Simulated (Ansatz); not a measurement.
CH₆N₂OSi (`NC1(O)N[SiH2]1`), relaxed with RKS PBE0-D4/def2-TZVP in the Gaussian-basis code of Ansatz from a PBE-D4/def2-SVP geometry. The force threshold is 0.005 eV/Å; the program also tests the step.

Charge 0, multiplicity 1.

Start:

```xyz
11

N     0.151   -0.796   -1.326
C    -0.268    0.119   -0.308
O    -1.294    0.977   -0.743
N    -0.499   -0.435    1.022
Si    1.028    0.476    1.038
H     0.605   -0.279   -2.089
H    -0.695   -1.219   -1.746
H    -1.795    1.209    0.064
H    -0.586   -1.457    1.085
H     2.335   -0.261    1.054
H     1.017    1.667    1.949
```

How much energy does the relaxation release, and in how many steps? (An estimate is asked.)

Ansatz gave: 1.52 kcal/mol, in 8 steps.

Which bonds change most? (Best estimate.)

Computed: C2–Si5 from 1.903 to 1.859 Å; N4–Si5 from 1.779 to 1.738 Å; Si5–H10 from 1.501 to 1.481 Å; Si5–H11 from 1.499 to 1.481 Å.

Give the relaxed structure. (Estimate.)

Computed: 
```xyz
11

N     0.139   -0.782   -1.321
C    -0.245    0.130   -0.302
O    -1.273    0.984   -0.720
N    -0.486   -0.445    1.020
Si    1.001    0.455    1.039
H     0.611   -0.295   -2.072
H    -0.693   -1.212   -1.719
H    -1.779    1.211    0.068
H    -0.573   -1.452    1.061
H     2.306   -0.247    1.038
H     0.990    1.654    1.907
```
